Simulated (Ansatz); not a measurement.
C$_{3}$H$_{3}$FSi, relaxed with RKS PBE0-D4/def2-TZVP in Ansatz from a PBE-D4/def2-SVP geometry. The force threshold is 0.005 eV/Å; the program also tests the step.

Total charge 0; spin multiplicity 1.

Start:

```xyz
8

F    -0.108    0.152   -2.537
C     0.366   -0.186   -1.324
C    -0.272   -0.980   -0.424
C    -0.560   -0.935    0.893
Si    0.178    0.744    0.390
H    -0.311   -1.696    1.650
H     1.471    1.004    1.094
H    -0.763    1.896    0.258
```

By how much does the energy fall, and how many steps does the optimiser take? (An estimate is asked.)

The calculation gave: 1.17 kcal/mol, in 6 steps.

Which bonds change most? (Best estimate.)

The calculation gave: C2–Si5 from 1.959 to 1.933 Å; C3–C4 from 1.349 to 1.326 Å; C4–Si5 from 1.901 to 1.879 Å.

Give the relaxed structure. (Best estimate.)

The calculation gave: 
```xyz
8

F    -0.122    0.132   -2.508
C     0.371   -0.181   -1.303
C    -0.258   -0.964   -0.417
C    -0.544   -0.924    0.877
Si    0.181    0.739    0.387
H    -0.331   -1.683    1.618
H     1.457    1.006    1.080
H    -0.753    1.873    0.266
```
